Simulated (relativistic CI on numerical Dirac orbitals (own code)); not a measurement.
## Magnetism of Tm3+, 4f12, in a crystal field

Calculated by Dirac-Coulomb-Breit CI, separate exchange-only KLI orbitals for each configuration, model QED (radiative potential, 1s self-energy scaled to tabulated hydrogen-like ionisation energies), valence Slater integrals scaled by 0.75, one configuration in a parametric crystal field (own radial code).

Field parameters in Wybourne normalisation; cubic f-shell fields have B⁴₄ = √(5/14) B⁴₀ and B⁶₄ = −√(7/2) B⁶₀. The field is a parameter set, without covalency.

S is read from ⟨S²⟩ = S(S + 1).

Powder χT (cm³ K mol⁻¹) by Van Vleck's formula, with temperature-independent terms:

```
                                                                                                         Field    2 K    5 K   10 K  20 K  50 K  100 K  200 K  300 K
C2v, B20 = -240, B22 = 270, B40 = 570, B42 = -40, B44 = 560, B60 = -180, B62 = 310, B64 = -390, B66 = -20 cm⁻¹   1.09    2.7   4.25  5.13  5.98   6.56   6.93   7.03
                                  D3d, B20 = 530, B40 = -920, B43 = 640, B60 = -100, B63 = 470, B66 = 580 cm⁻¹  0.385  0.962   1.92  3.58  5.55   6.33   6.79   6.95
                              D3d, B20 = 1530, B40 = -1720, B43 = -230, B60 = 620, B63 = -140, B66 = -370 cm⁻¹  0.614   1.54   2.99  4.78  6.09   6.57   6.84   6.95
                                                                                 Oh, B40 = 600, B60 = 210 cm⁻¹  0.671   1.68   3.28   5.3  6.48   6.82   7.02   7.08
                                                                                 Oh, B40 = 540, B60 = 300 cm⁻¹  0.663   1.66   3.28  5.22  6.32   6.71   6.98   7.06
                                                                                Oh, B40 = 1930, B60 = 420 cm⁻¹  0.191  0.477  0.953   1.9  4.28   5.89   6.61   6.82
```

Q: For Oh, B40 = 1930, B60 = 420 cm⁻¹: what effective moment follows at 300 K?

A: μ_eff = √(8χT) = 7.39 μB. The LS value g√(J(J + 1)) of the free ion's ³H6 level is 7.56 μB.
